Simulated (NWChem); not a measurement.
System: C5H3N; SMILES C#C/C=C/C#N

NWChem input:

```
start job
memory heap 200 mb stack 900 mb global 1100 mb
geometry units angstroms noautosym nocenter noautoz
  C     -0.118029    -3.036599     0.000000
  C      0.126246    -1.834131     0.000000
  C      0.453823    -0.457840     0.000000
  C     -0.471129     0.547828     0.000000
  C     -0.112519     1.924606     0.000000
  N      0.158980     3.068746     0.000000
  H     -0.342847    -4.094560     0.000000
  H      1.527129    -0.196549     0.000000
  H     -1.548555     0.313423     0.000000
end
basis spherical
  * library def2-tzvp
end
dft
  xc b3lyp
  iterations 150
  semidirect filesize 400000000
end
property
  efieldgrad
end
task dft property
```

Output (shortened):

```
             Northwest Computational Chemistry Package (NWChem) 7.3.0
             --------------------------------------------------------

                             Geometry "geometry" -> ""
                             -------------------------

 Output coordinates in angstroms (scale by  1.889725989 to convert to a.u.)

  No.       Tag          Charge          X              Y              Z
 ---- ---------------- ---------- -------------- -------------- --------------
    1 C                    6.0000    -0.11802900    -3.03659900     0.00000000
    2 C                    6.0000     0.12624600    -1.83413100     0.00000000
    3 C                    6.0000     0.45382300    -0.45784000     0.00000000
    4 C                    6.0000    -0.47112900     0.54782800     0.00000000
    5 C                    6.0000    -0.11251900     1.92460600     0.00000000
    6 N                    7.0000     0.15898000     3.06874600     0.00000000
    7 H                    1.0000    -0.34284700    -4.09456000     0.00000000
    8 H                    1.0000     1.52712900    -0.19654900     0.00000000
    9 H                    1.0000    -1.54855500     0.31342300     0.00000000

 Effective nuclear repulsion energy (a.u.)     160.5074431028

                              NWChem Property Module
                              ----------------------

  itol2e modified to match energy
  convergence criterion.

                                 NWChem DFT Module
                                 -----------------

 Summary of "ao basis" -> "ao basis" (spherical)
 ------------------------------------------------------------------------------
       Tag                 Description            Shells   Functions and Types
 ---------------- ------------------------------  ------  ---------------------
 C                         def2-tzvp                11       31   5s3p2d1f
 N                         def2-tzvp                11       31   5s3p2d1f
 H                         def2-tzvp                 4        6   3s1p

  itol2e modified to match energy
  convergence criterion.

[...]

          -----------------------
          Electric field gradient
          -----------------------

 1 a.u. = 0.324123 10**(16) esu/cm**3  ( or statvolts/cm**2 ) = 0.97174 10**(22) v/m**2

 ------------------------------------------------------------
   Atom      X         Y         Z
 ------------------------------------------------------------
    1 C   -0.22304  -5.73834   0.00000
 ------------------------------------------------------------

 Electric field gradient in molecular frame (a.u.)
         XX             YY             ZZ             XY             XZ             YZ
 ------------------------------------------------------------------------------------------
       -0.086841       0.293104      -0.206263       0.091558      -0.000000       0.000000

 Principal components (a.u.) and orientation
 of principal axis w.r.t. absolute frame                      Asymmetry parameter eta
 --------------------------------------------------------------------------------------
        0.314016      -0.206263      -0.107754                       0.313707

        0.222671       0.000000       0.974894
        0.974894      -0.000000      -0.222671
        0.000000       1.000000      -0.000000

 ------------------------------------------------------------
   Atom      X         Y         Z
 ------------------------------------------------------------
    2 C    0.23857  -3.46601   0.00000
 ------------------------------------------------------------

 Electric field gradient in molecular frame (a.u.)
         XX             YY             ZZ             XY             XZ             YZ
 ------------------------------------------------------------------------------------------
       -0.143094       0.291631      -0.148536       0.086416      -0.000000       0.000000

 Principal components (a.u.) and orientation
 of principal axis w.r.t. absolute frame                      Asymmetry parameter eta
 --------------------------------------------------------------------------------------
        0.308179      -0.159643      -0.148536                       0.036038

        0.188077       0.982154      -0.000000
        0.982154      -0.188077       0.000000
        0.000000       0.000000       1.000000

 ------------------------------------------------------------
   Atom      X         Y         Z
 ------------------------------------------------------------
    3 C    0.85760  -0.86519   0.00000
 ------------------------------------------------------------

 Electric field gradient in molecular frame (a.u.)
         XX             YY             ZZ             XY             XZ             YZ
 ------------------------------------------------------------------------------------------
        0.216246       0.107986      -0.324232      -0.056302      -0.000000      -0.000000

 Principal components (a.u.) and orientation
 of principal axis w.r.t. absolute frame                      Asymmetry parameter eta
 --------------------------------------------------------------------------------------
       -0.324232       0.240218       0.084014                       0.481768

        0.000000       0.920071       0.391752
        0.000000      -0.391752       0.920071
        1.000000      -0.000000      -0.000000

 ------------------------------------------------------------
   Atom      X         Y         Z
 ------------------------------------------------------------
    4 C   -0.89030   1.03524   0.00000
 ------------------------------------------------------------

[...]
```

Level: B3LYP/def2-TZVP. Structure relaxed at the PBE-D3(BJ)/def2-SVP level. B3LYP is NWChem's, with the RPA form of VWN correlation. NWChem prints the field gradient with the sign opposite to the second derivative of the potential.
